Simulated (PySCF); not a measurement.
**S⁺: ionisation energy**

S⁺ [Ne] 3s2 3p3 (4S) → S²⁺ [Ne] 3s2 3p2 (3P), as a difference of total energies. Computed with PySCF 2.14 in aug-cc-pVDZ-DK, with scalar relativity by spin-free X2C-1e. Correlated levels: valence: [Ne] frozen. The calculations carry no spin-orbit coupling.

| method | ionisation energy (eV) |
| --- | --- |
| UHF | 22.721 |
| TPSS | 23.340 |
| BP86 | 23.346 |
| MP2 (valence) | 23.172 |
| SCS-MP2 (valence) | 23.014 |
| CCSD (valence) | 23.097 |
| CCSD(T) (valence) | 23.105 |

Problem. How much does correlation contribute at CCSD(T) (valence)?

Solution. 23.105 − (22.721) = 0.384 eV, measured against UHF.

The reference lies between the lowest fine-structure levels, while these numbers refer to the centres of the terms.

Errors of the correlated levels include the incompleteness of this basis and the frozen core.

For comparison: 23.338 eV (measured; NIST Atomic Spectra Database, ionization energies).
